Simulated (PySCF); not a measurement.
How methods differ on the ionisation energy of Co

Co [Ar] 3d7 4s2 (4F) → Co⁺ [Ar] 3d8 (3F), as a difference of total energies. Computed with PySCF 2.14 in aug-cc-pwCVTZ-DK with one added diffuse shell each of s, p, d, f, g type (11s10p8d5f4g, 152 functions), with scalar relativity by spin-free X2C-1e. Correlated levels: valence and next inner shell: [Ne] frozen. The calculations carry no spin-orbit coupling.

```json
{"method": "UHF", "ionisation energy (eV)": "8.299"}
{"method": "MP2 (valence and next inner shell)", "ionisation energy (eV)": "7.069"}
{"method": "SCS-MP2 (valence and next inner shell)", "ionisation energy (eV)": "7.197"}
{"method": "CCSD (valence and next inner shell)", "ionisation energy (eV)": "7.996"}
{"method": "CCSD(T) (valence and next inner shell)", "ionisation energy (eV)": "8.010"}
```

Q: How much does correlation contribute at CCSD(T) (valence and next inner shell)?

A: 8.010 − (8.299) = -0.289 eV, measured against UHF.

For comparison: 7.869 eV (measured; NIST levels, between the centres of gravity of the two terms).
